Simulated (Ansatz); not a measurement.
Total energies of the cluster As₂S₂ (the lowest singlet isomer of a short search) from Ansatz at r2SCAN-D4/def2-TZVP, gas phase (1 Eh = 27.2114 eV = 2625.5 kJ/mol). The reference geometry is relaxed at r2SCAN-D4/def2-SVP.

```xyz
4

As    0.0794    1.0781   -0.7307
As   -0.1182   -0.0675    1.2977
S     1.6257   -0.5253   -0.1380
S    -1.5869   -0.4854   -0.4290
```

```csv
state,geometry,energy (Eh)
charge 0 singlet,reference,-5268.16796
charge 1 doublet,reference,-5267.84927
charge 0 triplet,relaxed at r2SCAN-D4/def2-SVP,-5268.13446
charge 0 quintet,relaxed at r2SCAN-D4/def2-SVP,-5268.04984
free As atom (quartet),–,-2235.79940
free S atom (triplet),–,-398.08366
```

**Question.** Work out the vertical ionisation energy to the doublet.

**Answer.** E(charge 1 doublet) − E(charge 0 singlet) = -5267.84927 − (-5268.16796) = 0.31869 Eh = 8.67 eV. For comparison, −ε of the highest occupied level is 6.00 eV at this level, 2.67 eV less.

**Question.** Which of the charge 0 states is lowest, and how far above it are the others?

**Answer.** The singlet. triplet: -5268.13446 − (-5268.16796) = 0.03350 Eh = 88.0 kJ/mol; quintet: -5268.04984 − (-5268.16796) = 0.11812 Eh = 310.1 kJ/mol. The quintet differs in its bonds from the reference.

**Question.** What is the binding energy per atom against free atoms?

**Answer.** Atoms: 2 × (-2235.79940) + 2 × (-398.08366) = -5267.76612 Eh. Binding: -5267.76612 − (-5268.16796) = 0.40184 Eh = 10.93 eV, or 2.73 eV for each of 4 atoms (no zero-point energy, no counterpoise term).

The structure comes from a short search, and lower isomers may exist.
